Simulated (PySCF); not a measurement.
# Circular dichroism: `C=C[C@H](F)[C@H]1O[C@@H]1F`, C5H6F2O

Cartesian coordinates in Å; atom numbers follow the order of the lines, from 1:
```xyz
14

C    -2.0895   -0.5994   -0.1195
C    -1.1849    0.2233    0.3746
C    -0.1585    0.9454   -0.4487
F    -0.3326    0.7095   -1.7969
C     1.2666    0.5342   -0.1029
O     1.5703    0.2668    1.2442
C     1.5821   -0.8045    0.3933
F     2.7949   -1.3275    0.1140
H    -2.8098   -1.0902    0.5108
H    -2.1480   -0.8019   -1.1757
H    -1.1129    0.4386    1.4310
H    -0.2625    2.0326   -0.3154
H     2.0426    1.0592   -0.6542
H     0.8417   -1.5865    0.5231
```

Computed with TDDFT CAM-B3LYP/def2-SVPD circular dichroism and optical rotation, one conformer, gas phase (PySCF). Geometry: GFN2-xTB.

The molecule is flexible and this is one conformer; a measurement averages over conformers.

What are the CIP labels of the stereocentres?

C3 S, C5 R, C7 R.

Which excitations and rotatory strengths does the calculation give?

Rotatory strengths R in 10⁻⁴⁰ esu² cm², velocity form and length form (origin at the centre of mass); f in length form.
| state | E (eV) | λ (nm) | f | R (velocity) | R (length) | main |
| --- | --- | --- | --- | --- | --- | --- |
| 1 | 7.46 | 166 | 0.266 | -86.9 | -88.2 | HOMO→LUMO 0.84, HOMO→LUMO+1 0.10 |
| 2 | 7.69 | 161 | 0.099 | -13.4 | -10.3 | HOMO→LUMO+1 0.78, HOMO→LUMO 0.11 |
| 3 | 7.97 | 156 | 0.008 | +53.2 | +54.4 | HOMO−2→LUMO 0.63, HOMO−3→LUMO 0.28 |
| 4 | 8.23 | 151 | 0.025 | +10.5 | +9.8 | HOMO→LUMO+3 0.30, HOMO→LUMO+2 0.30 |
| 5 | 8.43 | 147 | 0.040 | +42.5 | +42.4 | HOMO−1→LUMO 0.77 |
| 6 | 8.50 | 146 | 0.044 | -3.6 | -3.2 | HOMO→LUMO+2 0.52, HOMO→LUMO+3 0.27 |
| 7 | 8.71 | 142 | 0.007 | -19.8 | -20.1 | HOMO→LUMO+3 0.13, HOMO−2→LUMO+1 0.11 |
| 8 | 8.87 | 140 | 0.022 | -25.5 | -24.1 | HOMO−1→LUMO+1 0.25, HOMO→LUMO+4 0.18 |
| 9 | 8.92 | 139 | 0.024 | -39.1 | -39.6 | HOMO→LUMO+4 0.17, HOMO−3→LUMO 0.14 |
| 10 | 9.01 | 138 | 0.029 | +26.1 | +24.8 | HOMO−2→LUMO+1 0.33, HOMO−2→LUMO+3 0.12 |
| 11 | 9.13 | 136 | 0.018 | +11.4 | +13.2 | HOMO−1→LUMO+3 0.42, HOMO→LUMO+5 0.27 |
| 12 | 9.29 | 133 | 0.017 | -4.9 | -5.1 | HOMO−2→LUMO+2 0.31, HOMO−2→LUMO+1 0.19 |
| 13 | 9.35 | 133 | 0.005 | -32.2 | -30.0 | HOMO−1→LUMO+2 0.26, HOMO→LUMO+6 0.15 |
| 14 | 9.38 | 132 | 0.036 | -17.5 | -18.7 | HOMO−1→LUMO+1 0.20, HOMO→LUMO+4 0.16 |
| 15 | 9.41 | 132 | 0.018 | -25.3 | -25.4 | HOMO−2→LUMO+3 0.23, HOMO−2→LUMO+2 0.17 |
| 16 | 9.49 | 131 | 0.012 | +40.4 | +40.7 | HOMO−5→LUMO 0.21, HOMO−3→LUMO 0.14 |

Among the states computed, the strongest CD band (largest |R|) is state 1. The largest dissymmetry factor in size, g = 4R/(D+G), with D and G the electric and magnetic dipole strengths, is -0.08 for state 13 (velocity form, f = 0.006), among bands with |R| over 0.5. The mirror image has the same energies and oscillator strengths and all R with the opposite sign.
